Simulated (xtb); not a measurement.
Si(AsH2)(F)3 (AsF3H2Si), SMILES [AsH2][Si](F)(F)F. All values are semi-empirical tight-binding results from xtb (GFN2-xTB unless named), good for trends rather than for accurate numbers. Coordinates come from a GFN2-xTB optimisation.

Computed properties:
```
Quantity                                         Result
----------------------------------------  -------------
point group as xtb finds it                          Cs
orbital gap                                     5.70 eV
zero-point energy                         14.6 kcal/mol
G − E(el) at 298.15 K (modified RRHO)     -6.4 kcal/mol
static polarisability (D4 model)             71.7 bohr³
solvation energy, GFN2-xTB/ALPB(water)    -1.4 kcal/mol
solvation energy, GFN2-xTB/ALPB(toluene)  -2.7 kcal/mol
```
